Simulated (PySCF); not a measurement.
This PySCF input asks for the NMR shieldings of SMILES CC(=O)[C@@H]1C[SiH2]O[Si@H]1Cl, C₄H₉ClO₂Si₂; the geometry comes from GFN2-xTB.

```python
import basis_set_exchange as bse
import numpy as np
from pyscf import gto, dft
from pyscf.prop import nmr

atoms = """
C     2.511843    0.458867    0.078291
C     1.058889    0.592395   -0.300533
O     0.558506    1.653536   -0.604101
C     0.246570   -0.651802   -0.240326
C    -0.933595   -0.537332   -1.213349
Si   -2.161859    0.699768   -0.434443
O    -1.805340    0.357759    1.161042
Si   -0.544307   -0.574695    1.522301
Cl   -1.126811   -2.397380    2.107761
H     2.952193    1.439400    0.239432
H     2.616565   -0.150145    0.972653
H     3.042613   -0.035638   -0.734095
H     0.862136   -1.534717   -0.415427
H    -0.575381   -0.246030   -2.200585
H    -1.411190   -1.513937   -1.316156
H    -1.997361    2.125745   -0.609768
H    -3.538590    0.225286   -0.569069
H     0.236358    0.095237    2.544714
"""
names = dict.fromkeys(["C", "O", "Si", "Cl", "H"], "pcSseg-1")
basis = {el: gto.basis.parse(bse.get_basis(n, elements=[el], fmt="nwchem")) for el, n in names.items()}
mol = gto.M(atom=atoms, basis=basis, charge=0, verbose=0)
mf = dft.RKS(mol, xc="PBE0")
mf.grids.level = 2
mf.grids.alignment = dft.numint.BLKSIZE   # the property module wants whole blocks of grid points
mf.conv_tol = 1e-9
mf.kernel()

calc = nmr.RKS(mf)   # GIAO
C = mf.mo_coeff
Co = C[:, mf.mo_occ > 0]
resp = mf.gen_response(singlet=True, hermi=2)
def vind(x):   # induced exchange potential for any number of trial vectors
    d = np.einsum("pi,xij,qj->xpq", C, 2 * x.reshape(-1, C.shape[1], Co.shape[1]), Co, optimize=True)
    return np.einsum("xpq,pi,qj->xij", resp(d - d.transpose(0, 2, 1)), C, Co, optimize=True).ravel()
mo1, _ = nmr.rhf.solve_mo1(calc, with_cphf=vind)
sigma = calc.kernel(mo1)
for i, s in enumerate(sigma):   # ppm
    print("%2d %-2s %9.2f" % (i, mol.atom_pure_symbol(i), np.trace(s) / 3))
```

**Question.** Give the expected output.

**Answer.** 
```
 0 C     154.28
 1 C     -29.28
 2 O    -306.80
 3 C     134.50
 4 C     170.45
 5 Si    348.22
 6 O     266.79
 7 Si    350.18
 8 Cl    893.04
 9 H      29.68
10 H      29.43
11 H      29.45
12 H      28.74
13 H      30.69
14 H      30.56
15 H      26.14
16 H      26.43
17 H      26.51
```

These numbers come from an equivalent density-fitted implementation of the same equations, which agrees with the script to about 0.01 ppm for H and up to a few tenths of a ppm for heavy atoms, so last digits may differ.

**Question.** Turn these shieldings into chemical shifts. Referencing at the same level of theory: TMS for 13C (186.93 ppm), 29Si (349.16 ppm), 1H (31.72 ppm); 17O (336.08 ppm) against H2O; 35Cl (949.78 ppm) against HCl.

**Answer.** Averaging equivalent atoms: C 1: 216.2; C 3: 52.4; C 0: 32.6; C 4: 16.5; O 2: 642.9; O 6: 69.3; Si 5: 0.9; Si 7: -1.0; Cl 8: 57; H 15: 5.57; H 16: 5.29; H 17: 5.20; H 12: 2.98; H 9/10/11: 2.20; H 14: 1.15; H 13: 1.03 ppm. Unscaled 17O shifts of doubly bonded oxygen tend to come out too high, by tens of ppm or more. Experimental scales use liquid or dissolved standards, which lie at an offset from isolated H2O (liquid H2O: subtract about 36 ppm).

Size and cost of the density-fitted run: 219 basis functions, 53 s wall time on 1 thread of an Arm Neoverse V1, shared host; peak memory 1.1 GiB.
